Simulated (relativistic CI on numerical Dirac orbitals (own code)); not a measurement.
**Hg LVII: q coefficients and field-shift factors**

These numbers are calculated, not measured: Dirac-Coulomb-Breit CI, separate exchange-only KLI orbitals for each configuration, derivatives by finite differences, unscaled Slater integrals, QED left out (own radial code, finite nucleus).

Configuration list (outside the closed core [Ne]): 3s²3p⁶3d⁶, 3s²3p⁵3d⁷, 3s²3p⁴3d⁸, 3s3p⁶3d⁷, 3p⁶3d⁸, 3s3p⁵3d⁸, 3s²3p⁶3d⁵4s, 3s²3p⁶3d⁵4p. Levels of other configurations are missing.

With x = (α/α₀)² − 1 an excitation energy changes as ω = ω₀ + qx; K = 2q/ω₀ is the relative enhancement. Terms are leading LS components, so labels can repeat. The field-shift factor is F = δν/δ⟨r²⟩ for the transition from the lowest level.

Lowest level 3s²3p⁶3d⁶ ³F4.

| Level | ω₀ (cm⁻¹) | q (cm⁻¹) | K | F (GHz/fm²) |
| --- | --- | --- | --- | --- |
| 3s²3p⁶3d⁶ ³P2 | 71886 | 12750 | 0.355 | -0.573 |
| 3s²3p⁶3d⁶ ³P0 | 241266 | 51690 | 0.428 | 2.72 |
| 3s²3p⁶3d⁶ ⁵D3 | 756884 | 844900 | 2.23 | 28.9 |
| 3s²3p⁶3d⁶ ⁵D4 | 765279 | 824300 | 2.15 | 28.8 |
| 3s²3p⁶3d⁶ ⁵D1 | 801106 | 852000 | 2.13 | 29 |
| 3s²3p⁶3d⁶ ³H6 | 835847 | 806600 | 1.93 | 29.3 |
| 3s²3p⁶3d⁶ ³G5 | 836943 | 814800 | 1.95 | 29.1 |
| 3s²3p⁶3d⁶ ³F2 | 900628 | 833900 | 1.85 | 28.1 |
| 3s²3p⁶3d⁶ ³D3 | 914814 | 833200 | 1.82 | 29.3 |
| 3s²3p⁶3d⁶ ³P0 | 995762 | 821900 | 1.65 | 29 |
| 3s²3p⁶3d⁶ ¹G4 | 1041613 | 842900 | 1.62 | 30.9 |
| 3s²3p⁶3d⁶ ³P1 | 1051314 | 857800 | 1.63 | 30.4 |
| 3s²3p⁶3d⁶ ³D2 | 1052587 | 864700 | 1.64 | 30.9 |
| 3s²3p⁶3d⁶ ³F3 | 1063024 | 836000 | 1.57 | 30.3 |
| 3s²3p⁶3d⁶ ⁵D2 | 1559991 | 1.678e+06 | 2.15 | 57 |
| 3s²3p⁶3d⁶ ⁵D0 | 1584882 | 1.674e+06 | 2.11 | 58.2 |
| 3s²3p⁶3d⁶ ³H4 | 1612276 | 1.658e+06 | 2.06 | 57.6 |
| 3s²3p⁶3d⁶ ⁵D3 | 1641843 | 1.658e+06 | 2.02 | 57.4 |
| 3s²3p⁶3d⁶ ³H5 | 1651156 | 1.653e+06 | 2 | 58.3 |
| 3s²3p⁶3d⁶ ¹I6 | 1679305 | 1.639e+06 | 1.95 | 58.7 |
| 3s²3p⁶3d⁶ ³F3 | 1715181 | 1.67e+06 | 1.95 | 58.3 |
| 3s²3p⁶3d⁶ ³D1 | 1732952 | 1.657e+06 | 1.91 | 57.1 |
| 3s²3p⁶3d⁶ ¹G4 | 1749582 | 1.645e+06 | 1.88 | 58.1 |

At this charge energies of transitions that change n are usually good to better than 1 %, and those within a shell (Δn = 0) to a few per cent.
